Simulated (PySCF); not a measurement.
PySCF 2.14 output of an unrestricted PBE calculation on a single atom or ion in aug-cc-pV(T+d)Z (6s5p4d2f, 55 functions), with no relativity, point nucleus:

```
SCF conv_tol = 1e-09
number electrons alpha = 10  beta = 6
    J. P. Perdew, K. Burke, and M. Ernzerhof.,  Phys. Rev. Lett. 77, 3865 (1996)
    J. P. Perdew, K. Burke, and M. Ernzerhof.,  Phys. Rev. Lett. 78, 1396 (1997)
    J. P. Perdew, K. Burke, and M. Ernzerhof.,  Phys. Rev. Lett. 77, 3865 (1996)
    J. P. Perdew, K. Burke, and M. Ernzerhof.,  Phys. Rev. Lett. 78, 1396 (1997)
cycle= 1 E= -397.614992495536  delta_E= -0.00545  |g|= 0.0241  |ddm|= 0.215
cycle= 2 E= -397.615100248108  delta_E= -0.000108  |g|= 0.00554  |ddm|= 0.0574
cycle= 3 E= -397.615117195648  delta_E= -1.69e-05  |g|= 0.00232  |ddm|= 0.0196
cycle= 4 E= -397.615120032723  delta_E= -2.84e-06  |g|= 3.96e-05  |ddm|= 0.00444
cycle= 5 E= -397.61512003386  delta_E= -1.14e-09  |g|= 5.74e-06  |ddm|= 6.81e-05
cycle= 6 E= -397.615120033884  delta_E= -2.4e-11  |g|= 4.9e-07  |ddm|= 1.1e-05
converged SCF energy = -397.615120033884  <S^2> = 6.0003538  2S+1 = 5.0001415
```

The run itself started from symmetry-adapted Hartree-Fock orbitals and held the occupation by maximum overlap, on a logarithmic radial grid, so the iterations belong to that start.

Q: Which element, charge and spin multiplicity is this?

A: S (sulfur, neutral), multiplicity 5; the state was [Ne] 3s2 3p3 3d1, high-spin 5D determinant (an excited configuration).

The outer electron is Rydberg-like, and this basis confines it to a smaller radius and binds it less than a complete one would. At PBE the highest occupied level has a positive energy, so only the finite basis holds that electron; for this excited configuration the basis is too tight for the outer shell.
